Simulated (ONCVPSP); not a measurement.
**Varying the ONCV potential for tin (Sn)**

Base potential:

* Element: tin (Sn)
* Generator: ONCVPSP 4.0.1
* Type: optimised norm-conserving Vanderbilt (ONCV)
* Functional: PBE
* Relativity: fully relativistic
* Frozen core: [Ar] 3d10
* Valence charge: 22
* Reference configuration: 4s2 4p6 4d10 5s2 5p2
* Partial waves: 4s+5s: rc 1.25 bohr, ncon 4, nbas 8, qcut 10.8 1/bohr, 2 projectors; 4p+5p: rc 1.60 bohr, ncon 4, nbas 7, qcut 9.3 1/bohr, 2 projectors; 4d: rc 1.40 bohr, ncon 5, nbas 10, qcut 9.6 1/bohr, 2 projectors, debl 0.7 Ha
* Local potential: polynomial inside 0.85 bohr (lpopt 5, dvloc0 1 Ha)
* Core correction: polynomial model core, fcfact 0.4

Open shells are filled in proportion to 2j + 1.

In the d channel the program set the typed energies aside and used -0.934, 0.250 Ha (j = l + 1/2; the other j can differ).

All-electron outer shells of the reference configuration (PBE, scalar-relativistic, ld1.x):

```tsv
shell	level (eV)	outermost node (bohr)	outermost maximum (bohr)
3p	-698.81	0.14	0.30
3d	-473.43	–	0.25
4s	-133.93	0.40	0.74
4p	-89.70	0.41	0.79
4d	-25.84	0.39	0.88
5s	-10.55	0.98	2.01
5p	-3.69	1.09	2.55
```

Cutoffs, loose and tight: the cutoffs (Ha) at which the residual kinetic energy of the hardest occupied pseudo-wave falls to 1 and 0.1 mHa per electron. They do not see the model core or the augmentation charge, which bear on the density cutoff. Test errors are all-electron minus pseudo excitation energies from the reference, over the configurations 4s2 4p6 4d10 5s2 5p1; 4s2 4p6 4d10 5s2 5p0; 4s2 4p6 4d10 5s1 5p0; 4s2 4p6 4d10 5s1 5p2. A dash means not determined; rows that change the core or the reference have their own tests.

| change | outcome | cutoff, loose | cutoff, tight | bound ghosts | GHOST(+) flags above zero | largest test error (meV) |
| --- | --- | --- | --- | --- | --- | --- |
| base | generated, projector energies reset by the program | 42 Ha | 48 Ha | none | s | -0.7 |
| local potential polynomial inside 0.85 bohr (lpopt 5, dvloc0 -2 Ha) | generated, projector energies reset by the program | 42 Ha | 48 Ha | none | s | -0.7 |
| local potential polynomial inside 0.85 bohr (lpopt 5, dvloc0 -1 Ha) | generated, projector energies reset by the program | 42 Ha | 48 Ha | none | s | -0.7 |
| local potential polynomial inside 0.85 bohr (lpopt 5, dvloc0 0.5 Ha) | generated, projector energies reset by the program | 42 Ha | 48 Ha | none | s | -0.7 |
| local potential polynomial inside 0.85 bohr (lpopt 5, dvloc0 1.5 Ha) | generated, projector energies reset by the program | 42 Ha | 48 Ha | none | s | -0.7 |
| local potential polynomial inside 0.85 bohr (lpopt 5, dvloc0 2.5 Ha) | generated, projector energies reset by the program | 42 Ha | 48 Ha | none | s | -0.7 |
| local potential polynomial inside 0.85 bohr (lpopt 5, dvloc0 4 Ha) | generated, projector energies reset by the program | 42 Ha | 48 Ha | none | s | -0.7 |
| local potential polynomial inside 0.85 bohr (lpopt 5, dvloc0 5.5 Ha) | generated, projector energies reset by the program | 42 Ha | 48 Ha | none | s | -0.6 |
| local potential polynomial inside 0.85 bohr (lpopt 5, dvloc0 6.5 Ha) | generated, projector energies reset by the program | 42 Ha | 48 Ha | none | s | -0.6 |
| local potential polynomial inside 0.85 bohr (lpopt 5, dvloc0 8 Ha) | generated, projector energies reset by the program | 42 Ha | 48 Ha | none | s, d3/2 | -0.6 |
| local potential polynomial inside 0.85 bohr (lpopt 5, dvloc0 9.5 Ha) | generated, projector energies reset by the program | 42 Ha | 48 Ha | none | s, d5/2 | -0.6 |

Reading the sweep of the dvloc0 (base included, trends over the rows without a ghost): The loose cutoff stays near 42 Ha. The median size of the test errors (rows with all tests solved) stays near 0.3 meV.
